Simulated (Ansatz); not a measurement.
`[F][GaH][SiH3]` + H₂O → `[OH][GaH][F]` + SiH₄ at 400 K and 1 bar (formal hydrolysis of a Ga–Si bond).

Gas-phase electronic energies from Ansatz, PBE0-D4/def2-TZVP geometries. CCSD(T)/CBS is the MP2 limit (def2-TZVPP, def2-QZVPP) plus CCSD(T) − MP2 in def2-TZVPP, frozen cores. This one scheme is used for every species. For Ga outer-core shells are correlated without core-valence functions, which leaves a few kJ/mol of doubt a bond. Scalar relativity is left out up to krypton. Each species was taken in one conformer, which may not be the lowest.

```json
{"species": "`[F][GaH][SiH3]`", "CCSD(T)/CBS energy (Eh)": "-2315.24439", "H − E (kJ/mol)": "114.6", "S (J/(mol·K))": "364.0"}
{"species": "H₂O", "CCSD(T)/CBS energy (Eh)": "-76.37941", "H − E (kJ/mol)": "69.8", "S (J/(mol·K))": "198.6"}
{"species": "`[OH][GaH][F]`", "CCSD(T)/CBS energy (Eh)": "-2100.17635", "H − E (kJ/mol)": "80.2", "S (J/(mol·K))": "309.5"}
{"species": "SiH₄", "CCSD(T)/CBS energy (Eh)": "-291.46306", "H − E (kJ/mol)": "96.9", "S (J/(mol·K))": "218.6"}
```

H − E and S are ideal-gas, rigid-rotor, harmonic terms from PBE0-D4/def2-TZVP, for one conformer and one mirror image of each species. 1 Eh = 2625.50 kJ/mol, R = 8.31446 J/(mol·K).

By hand: ΔE, ΔH, ΔS and ΔG.

ΔE = (-2100.17635) + (-291.46306) − (-2315.24439) − (-76.37941) = -0.01561 Eh = -41.0 kJ/mol. Δ(H − E) = 80.2 + 96.9 − 114.6 − 69.8 = -7.3, so ΔH = -48.3 kJ/mol. ΔS = 309.5 + 218.6 − 364.0 − 198.6 = -34.5 J/(mol·K). ΔG = -48.3 − 400 × (-34.5)/1000 = -34.5 kJ/mol.

By hand: the equilibrium constant, and the temperature at which ΔG would vanish if ΔH and ΔS stayed fixed.

log₁₀ K = −ΔG/(RT ln 10) = 4.5. ΔG = 0 at ΔH/ΔS = 1400 K.

ΔH outweighs TΔS. A doubt of 5 kJ/mol in ΔE shifts log₁₀ K by 0.7 here. Other conformers and mirror images would add mixing entropy, several J/(mol·K) or more a flexible species. Modes under 60 cm⁻¹, often nearly free rotors, make the harmonic entropy too high. These are equilibria of isolated gas molecules and say nothing of rates. Largest T1 diagnostic: 0.015 (customary marks: 0.02 for closed shells, 0.045 for open ones).
